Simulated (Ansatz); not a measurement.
Consider the substitution at a C–Si bond: `O[SiH](O)CCl` + HI → `ClCI` + `O[SiH2]O`.

Gas-phase electronic energies from Ansatz, PBE0-D4/def2-TZVP geometries. CCSD(T)/CBS is the MP2 limit (def2-TZVPP, def2-QZVPP) plus CCSD(T) − MP2 in def2-TZVPP, frozen cores. DFT in def2-TZVPP. B3LYP here is the variant with VWN-RPA as its local correlation; programs differ in this. def2 core potentials past Kr. For I outer-core shells are correlated without core-valence functions, which leaves a few kJ/mol of doubt a bond. Each species was taken in one conformer, which may not be the lowest.

Task: Is it downhill or uphill in electronic energy at CCSD(T)/CBS, and by how much? (Best estimate.)

Result: Computed: Uphill: ΔE = +55.6 kJ/mol.

Task: What do these levels give: PBE-D4, r2SCAN-D4, ωB97M-V, PBE0, B3LYP, HF/def2-TZVPP, SCS-MP2/def2-TZVPP, CCSD/def2-TZVPP, CCSD(T)/def2-TZVPP, HF/def2-QZVPP, HF/CBS(def2), CCSD/CBS(def2)? (Estimate.)

Result: The calculation gave: PBE-D4 54.9, r2SCAN-D4 62.4, ωB97M-V 64.3, PBE0 58.8, B3LYP 53.9, HF/def2-TZVPP 63.2, SCS-MP2/def2-TZVPP 52.1, CCSD/def2-TZVPP 62.0, CCSD(T)/def2-TZVPP 59.9, HF/def2-QZVPP 62.5, HF/CBS(def2) 62.4, CCSD/CBS(def2) 57.7 kJ/mol.

Largest T1 diagnostic among the species: 0.011.

The D4 term adds +3.6 kJ/mol with B3LYP and +2.3 kJ/mol with PBE0; it sums over pairs of atoms, weighted by their polarisabilities, and B3LYP, whose exchange is more repulsive, gets the larger term. From PBE to PBE0 (25 % exact exchange), in def2-TZVPP and without D4, ΔE moves by +6.5 kJ/mol.
